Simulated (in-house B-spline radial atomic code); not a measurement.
The numbers below are computed, except where a source is named.
**the bismuth ion Bi³⁺ at several levels of theory**

Ground configuration [Xe] 4f14 5d10 6s2. All numbers come from an all-electron radial atomic-structure program (B-spline basis), all electrons, at the radial basis limit. Mean-field, RPA, GW and linear-response runs are scalar-relativistic (one-electron X2C), no spin-orbit coupling, without Breit or QED terms, open shells spin-polarised at highest spin; the many-body runs on Dirac-Hartree-Fock orbitals are four-component, and their energies hold both.

Without the two-electron picture change, the correlation of inner shells comes somewhat too large for so heavy an element.

**Ionisation energy.** The reference is 45.37 ± 0.06 eV (NIST, measured).

| method | value (eV) | minus reference (eV) |
| --- | --- | --- |
| minus the highest LDA VWN5 level | 40.39 | -4.98 |
| LDA VWN5, difference of total energies | 45.59 | +0.22 |
| minus the highest PBE level | 39.91 | -5.46 |
| PBE, difference of total energies | 45.06 | -0.31 |
| G0W0 on PBE | 45.36 | -0.01 |
| exact exchange + RPA on PBE | 45.28 | -0.09 |
| exact exchange + RPA + SOSEX on PBE | 44.66 | -0.71 |
| minus the highest r2SCAN level | 40.09 | -5.28 |
| r2SCAN, difference of total energies | 44.75 | -0.62 |
| minus the highest PBE0 level | 40.93 | -4.44 |
| PBE0, difference of total energies | 44.68 | -0.69 |
| G0W0 on PBE0 | 45.23 | -0.14 |
| minus the highest B3LYP (VWN-RPA) level | 40.93 | -4.44 |
| B3LYP (VWN-RPA), difference of total energies | 45.05 | -0.32 |
| minus the highest CAM-B3LYP level | 42.52 | -2.85 |
| minus the highest LC-wPBE level | 43.67 | -1.70 |
| minus the highest Hartree-Fock level | 42.90 | -2.47 |
| Hartree-Fock, difference of total energies | 42.56 | -2.81 |
| G0W0 on Hartree-Fock | 44.96 | -0.41 |
| MP2, difference of total energies | 45.31 | -0.06 |
| CI + MBPT for the two outer electrons | 44.74 | -0.63 |
| Dirac-Fock + self-energy with TDHF screening (6s1/2) | 44.32 | -1.05 |

Question: Which methods come closest, and which lies farthest off?

Answer: Closest: G0W0 on PBE (-0.01 eV) and MP2, difference of total energies (-0.06 eV). Farthest: minus the highest PBE level (-5.46 eV). The PBE level misses by -5.5 eV while the PBE energy difference misses by -0.31 eV: the semilocal potential lacks the −1/r tail and the energy is convex in the electron number, but total energies at whole numbers are far better.

**Static dipole polarisability and C6** of two like species, by linear response (no reference value is at hand):

```tsv
method	α (bohr³)	C6 (hartree·bohr⁶)
LDA VWN5	9.471	58.1
PBE	9.629	59.2
PBE0	9.931	60.9
B3LYP (VWN-RPA)	9.764	59.82
CAM-B3LYP	9.877	60.48
LC-wPBE	10.12	62.12
TDHF	11.07	67.71
relativistic RPA (four-component TDHF)	11.15	67.38
```

Question: What mean excitation energy do α and C6 imply in London's formula C6 = (3/4) α² ω?

Answer: LDA VWN5: ω = 0.864 hartree; relativistic RPA (four-component TDHF): ω = 0.723 hartree. A method that puts the excitations lower gives a larger α and a smaller ω.

Run times on one thread of shared hosts: mean field, RPA, SOSEX and G0W0 on PBE, for the atom and its ion, 25 s (Arm Neoverse N1); TDDFT with PBE, 2.1 s (AMD EPYC 9R14 (Zen 4)); CI + MBPT, 200 s (Intel Xeon Platinum 8259CL CPU @ 2.50GHz); removal energies by the self-energy, 110 s (Arm Neoverse V2).
